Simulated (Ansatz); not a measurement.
The cluster Cu₄, relaxed as a quintet with UKS PBE-D4/def2-SVP in Ansatz, starting from the PBE-D4/def2-SVP geometry of the neutral singlet. Force threshold 0.02 eV/Å.

An occupied level of the charge 0 quintet lies above an empty one (by up to 0.04 eV), so this SCF solution is probably not the lowest. The gap within one spin of the charge 0 quintet nearly closes, so an electron or hole may be smeared out by delocalisation error. The relaxation made no stability test and no search for a lower SCF solution. At PBE-D4/def2-SVP a singlet of charge 0 lies 2.09 eV below the quintet, each at its own geometry. The structure comes from a short search, and lower isomers may exist.

Start:

Cartesian coordinates in Å:
```
Cu 0.999 -0.278 -0.467
Cu -0.999 0.278 0.467
Cu 0.517 -1.026 1.715
Cu -0.517 1.026 -1.715
```

Estimate the energy that the relaxation releases and the steps that it takes.

107.6 kJ/mol, in 16 steps; 71 s on 4 threads of Arm Neoverse V2 on a shared host. The force fell under the threshold at step 4, but the optimiser went on and released 1.071 eV more. No frequencies were taken in this run, so the end may be a saddle point.

Does the start keep its bonding and symmetry?

Bonds formed: Cu3–Cu4 (atoms count from 1). Point group D2h at the start, D2d at the end, both within 0.05 Å.

Predict the relaxed structure.


Cartesian coordinates in Å:
```
Cu 0.6866 -0.9922 -0.8351
Cu -1.3870 -0.4401 0.1891
Cu 0.6247 0.1316 1.3211
Cu 0.0758 1.3006 -0.6751
```
Bond lengths (bridged metal pairs left out): 6 × Cu–Cu 2.38 to 2.43 Å.
